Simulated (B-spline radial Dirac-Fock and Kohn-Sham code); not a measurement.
Z = 52 (tellurium), transition energy 286 keV. Method: a Dirac-Hartree-Slater potential of the neutral atom with a Latter tail (no hole, which puts coefficients of high multipoles low close above an edge), finite nucleus with surface currents. Computed with a radial B-spline solver. Subshells that would emit electrons below 1 keV are left out.

Task: A pure transition shows α(K) = 0.00934, L1/L2 = 16.6 and L1/L3 = 12.6. What is its multipolarity?
A. E2
B. M1
C. M4
D. E1
E. M2
F. E3
G. M3
H. E4

Result: D. For comparison, α(K), L1/L2, L1/L3 are E2 0.0375, 3.28, 3.81; E3 0.132, 0.959, 1.41; E4 0.450, 0.400, 0.659; M1 0.0336, 18.6, 73.1; M2 0.148, 10.8, 20.8; M3 0.571, 7.01, 5.94; M4 2.18, 5.03, 2.67.
